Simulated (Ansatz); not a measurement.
Vertical singlet–triplet gap (eV) of eight silicon and germanium compounds: PBE beside CAM-B3LYP, computed with Ansatz (a first-principles code) for isolated molecules in the bases named; differences from unrounded values. The eight are the first of their class met in an unordered collection, after screening for sound electronic states; none was chosen by its value. Functionals give these values as differences of separate SCF runs (ΔSCF), EOM-CCSD as a root; each molecule has one DFT geometry for both levels.

```tsv
molecule	basis	CAM-B3LYP	PBE	difference
C₃H₁₀Si₃, SMILES [SiH2]1[SiH2]C([SiH2]1)C=C	def2-SVPD	4.09	3.99	-0.10
CH₅FN₂Si₂, SMILES F[Si@@H]1C=N[SiH2]N1	def2-SVPD	2.91	2.80	-0.11
C3H10OSi2, SMILES [SiH2](CO[SiH3])C=C	def2-SVPD	4.22	4.27	0.05
C2H8N2OSi, SMILES C/C=N\[Si@H](N)O	def2-SVPD	3.67	3.61	-0.06
C₂H₅FSi₂, SMILES C#C[Si@@H](F)[SiH3]	def2-TZVPD	4.90	4.57	-0.33
difluorosilyl(difluoro)silane (F4H2Si2), SMILES F[SiH](F)[SiH](F)F	def2-SVPD	5.94	5.23	-0.71
Si(Cl)2(Me)(NH2) (CH₅Cl₂NSi), SMILES C[Si](Cl)(N)Cl	def2-SVPD	6.75	6.17	-0.58
C3H6OSi, SMILES [SiH3][C@@H]1C=CO1	def2-TZVPD	3.86	3.94	0.08
```

PBE lies below CAM-B3LYP in 6 and above it in 2 of the eight; the mean signed difference is -0.22 and the largest -0.71 eV.
